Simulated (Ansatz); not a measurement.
Consider the formal hydrolysis of the Si–F bond: `F[SiH2]C(F)Cl` + H₂O → `O[SiH2]C(F)Cl` + H–F.

Gas-phase electronic energies from Ansatz, PBE0-D4/def2-TZVP geometries. CCSD(T)/CBS adds triple-zeta CCSD(T) − MP2 to the extrapolated MP2 energy (def2 sets, frozen cores). This one scheme is used for every species. Functionals use def2-TZVPP. B3LYP here is the variant with VWN-RPA as its local correlation; programs differ in this. Each species was taken in one conformer, which may not be the lowest.

```json
{"level": "B3LYP-D4", "ΔE (kJ/mol)": "34.8"}
{"level": "r2SCAN", "ΔE (kJ/mol)": "35.0"}
```

Q: What does CCSD(T)/CBS give? (Best estimate.)

A: Ansatz gave: +33.6 kJ/mol. The listed levels differ from it by 1.2, 1.4 kJ/mol.

Largest T1 diagnostic among the species: 0.011.

The D4 term adds −3.6 kJ/mol with B3LYP and −1.9 kJ/mol with PBE0; it sums over pairs of atoms, weighted by their polarisabilities, and B3LYP, whose exchange is more repulsive, gets the larger term. In def2-TZVPP, CCSD(T) changes the Hartree–Fock value by −7.9 kJ/mol (the triples alone add −1.5 kJ/mol) and MP2 by −9.5 kJ/mol.
